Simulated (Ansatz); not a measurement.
Frontier orbitals of Cl3HNTa, SMILES `[NH]=[Ta]([Cl])([Cl])[Cl]`.

Charge 0, multiplicity 1. Correlated methods include outer-core shells of Ta, which these sets cover unevenly. Ta: def2 effective core potential. The structure was optimised at the PBE0-D4/def2-TZVP level. It is one conformer, not always the lowest. Basis def2-TZVPP, the Gaussian-basis code of Ansatz.

```json
{"functional": "ωB97M-V", "HOMO (eV)": "-10.82", "LUMO (eV)": "-0.23"}
```

(1) Give HOMO and LUMO (eV) with LDA (SPW92), PBE, revPBE, BLYP, r2SCAN, B97M-V, PBE0, B3LYP, r2SCANh, r2SCAN0, HSE06 (plane-wave form), BHLYP, CAM-B3LYP, LC-ωPBE, ωB97X-V, HF. (Estimate.)

Results:

(1) Ansatz gave: 
```
             functional    HOMO   LUMO
            LDA (SPW92)   -7.42  -3.32
                    PBE   -7.24  -3.08
                 revPBE   -7.17  -2.98
                   BLYP   -7.06  -2.94
                 r2SCAN   -7.56  -2.99
                 B97M-V   -7.57  -2.93
                   PBE0   -8.59  -2.30
                  B3LYP   -8.31  -2.50
                r2SCANh   -8.06  -2.69
                r2SCAN0   -8.81  -2.24
HSE06 (plane-wave form)   -8.19  -2.68
                  BHLYP   -9.77  -1.35
              CAM-B3LYP   -9.93  -1.22
                LC-ωPBE  -11.35  -0.12
                ωB97X-V  -10.96  -0.19
                     HF  -11.64   1.31
```

B3LYP here is the variant with VWN-RPA as its local correlation; programs differ in this. LC-ωPBE has ω = 0.4 bohr⁻¹.
